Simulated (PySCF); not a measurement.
A structure optimised at PBE0-D3(BJ)/def2-SVP, used in a PySCF frequency run:

```xyz
7

O     -1.0117     1.5825     0.9806
Si    -0.7367     0.0870     0.3856
F     -1.8390    -0.3383    -0.7044
F     -0.9053    -0.8942     1.6410
Se     1.2344    -0.1606    -0.6643
H     -0.8255     2.3292     0.4037
H      1.9642     0.3455     0.5095
```
Charge 0, spin multiplicity 1.

Problem. Write its SMILES and formula.

Solution. O[Si](F)(F)[SeH], F₂H₂OSeSi

Problem. What are its rotational constants (standard atomic weights)?

Solution. 3.9068, 1.4502, 1.4274 GHz
